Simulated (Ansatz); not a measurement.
A run for Ansatz (a program for electronic structure): R-SVWN5/def2-TZVPP on C6H6 (SMILES c1ccccc1).

Ansatz 0.2 input:
```yaml
crystal:
  periodic: [false, false, false]
  atoms:
    - {symbol: C, position_ang: [-0.79491566, 1.14038598, 0.03309706]}
    - {symbol: C, position_ang: [-1.38447709, -0.11565882, -0.05768988]}
    - {symbol: C, position_ang: [-0.58955883, -1.25605167, -0.09078737]}
    - {symbol: C, position_ang: [0.79491566, -1.14038598, -0.03309706]}
    - {symbol: C, position_ang: [1.38447709, 0.11565882, 0.05768988]}
    - {symbol: C, position_ang: [0.58955883, 1.25605167, 0.09078737]}
    - {symbol: H, position_ang: [-1.41380502, 2.02824482, 0.05884996]}
    - {symbol: H, position_ang: [-2.46236920, -0.20569867, -0.10261506]}
    - {symbol: H, position_ang: [-1.04855967, -2.23395408, -0.16151210]}
    - {symbol: H, position_ang: [1.41380502, -2.02824482, -0.05884996]}
    - {symbol: H, position_ang: [2.46236920, 0.20569867, 0.10261506]}
    - {symbol: H, position_ang: [1.04855967, 2.23395408, 0.16151210]}
basis:
  gaussian:
    orbitals: def2-TZVPP
hamiltonian:
  xc: {name: SVWN5}
scf: {lower_state_search: off}
```

Q: Give the final energy of this run.

A: -230.1829 hartree.
